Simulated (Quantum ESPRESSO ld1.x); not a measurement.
Values are calculated unless marked as measured or tabulated.
Q: Ce II, configuration [Xe] 4f1 5d1 6s1 (not the ground configuration). Code: ld1.x of Quantum ESPRESSO 7.5. Model: scalar-relativistic Kohn-Sham, LDA (Slater exchange, VWN5 correlation), spin-polarised, spherical densities, point nucleus; open shells are filled with parallel spins first. Some entries of the table are withheld. Estimate them.

orbital  occ.  eigenvalue (Ry)  <1/r> (bohr^-1)
1s up       1         -2957.28            63.29
1s down     1         -2957.28            63.29
2s up       1         -473.950            14.59
2s down     1         -473.947            14.59
2p up       3         -424.725            13.82
2p down     3         -424.723            13.82
3s up       1         -102.375            5.292
3s down     1         -102.353            5.293
3p up       3         -86.7183            5.014
3p down     3         -86.6970            5.014
3d up       5         -64.4181            4.758
3d down     5         -64.4004            4.759
4s up       1         -21.0597            2.213
4s down     1         -21.0021            2.213
4p up       3         -15.9447            2.041
4p down     3         -15.8867            2.041
4d up       5         -8.58125            1.779
4d down     5         -8.52237            1.779
5s up       1         -3.45658           0.8768
5s down     1         -3.39608           0.8772
5p up       3              (1)           0.7465
5p down     3              (2)           0.7484
4f up       1         -0.87648            1.213
4f down     0         -0.81481            1.215
5d up       1         -0.67190           0.4765
6s up       1         -0.67122           0.3245
5d down     0         -0.59645           0.4788
6s down     0         -0.59411           0.3157

A: 
(1) 5p up eigenvalue (Ry): -2.17477
(2) 5p down eigenvalue (Ry): -2.11185
